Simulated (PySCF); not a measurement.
Al(Me)(OH)(SeH) (CH5AlOSe), SMILES [Al]([CH3])([SeH])[OH]. Atoms are numbered in the order given.

```xyz
9

Al    -0.8122     0.4977     0.2217
C     -2.5414    -0.3637     0.0661
H     -2.4723    -1.3935    -0.3158
H     -3.1963     0.2096    -0.6103
H     -3.0422    -0.3968     1.0476
O     -0.7474     2.1157     0.7480
H      0.0213     2.6716     0.8761
Se     1.1314    -0.6698    -0.3021
H      2.0072     0.4702     0.0112
```
Charge 0, spin multiplicity 1.

Geometry optimised at PBE0-D3(BJ)/def2-SVP. The structure was generated by enumeration; whether it is a known compound was not checked. One conformer was computed; it need not be the lowest.

Method: TDDFT-M06-2X/def2-SVPD in PySCF.

Vertical excitations. 

```json
[
 {"state": "S1", "energy (eV)": "5.50", "λ (nm)": "225", "f": "0.032", "main pairs": "HOMO→LUMO 51 %, HOMO→LUMO+2 41 %"},
 {"state": "S2", "energy (eV)": "5.67", "λ (nm)": "219", "f": "0.034", "main pairs": "HOMO→LUMO+2 45 %, HOMO→LUMO 38 %, HOMO→LUMO+4 7 %"},
 {"state": "S3", "energy (eV)": "6.12", "λ (nm)": "203", "f": "0.031", "main pairs": "HOMO→LUMO+1 82 %"},
 {"state": "S4", "energy (eV)": "6.49", "λ (nm)": "191", "f": "0.000", "main pairs": "HOMO−1→LUMO+1 96 %"},
 {"state": "S5", "energy (eV)": "6.62", "λ (nm)": "187", "f": "0.207", "main pairs": "HOMO−1→LUMO 78 %, HOMO−1→LUMO+2 12 %"},
 {"state": "S6", "energy (eV)": "6.96", "λ (nm)": "178", "f": "0.009", "main pairs": "HOMO→LUMO+3 71 %, HOMO→LUMO+4 13 %"},
 {"state": "S7", "energy (eV)": "7.06", "λ (nm)": "176", "f": "0.166", "main pairs": "HOMO−1→LUMO+2 70 %"},
 {"state": "S8", "energy (eV)": "7.10", "λ (nm)": "175", "f": "0.001", "main pairs": "HOMO→LUMO+4 70 %, HOMO→LUMO+3 20 %"},
 {"state": "S9", "energy (eV)": "7.50", "λ (nm)": "165", "f": "0.001", "main pairs": "HOMO→LUMO+6 71 %"},
 {"state": "S10", "energy (eV)": "7.65", "λ (nm)": "162", "f": "0.075", "main pairs": "HOMO−2→LUMO 46 %, HOMO−1→LUMO+3 32 %"},
 {"state": "T1", "energy (eV)": "5.21", "λ (nm)": "238", "f": "0", "main pairs": "HOMO→LUMO+2 62 %, HOMO→LUMO 27 %"},
 {"state": "T2", "energy (eV)": "5.42", "λ (nm)": "229", "f": "0", "main pairs": "HOMO→LUMO 53 %, HOMO→LUMO+2 21 %"},
 {"state": "T3", "energy (eV)": "5.43", "λ (nm)": "228", "f": "0", "main pairs": "HOMO→LUMO+1 87 %"},
 {"state": "T4", "energy (eV)": "6.15", "λ (nm)": "202", "f": "0", "main pairs": "HOMO−1→LUMO 81 %"}
]
```
Triplets are in the Tamm–Dancoff approximation, which puts them higher than full response would, so one can lie above its singlet here.
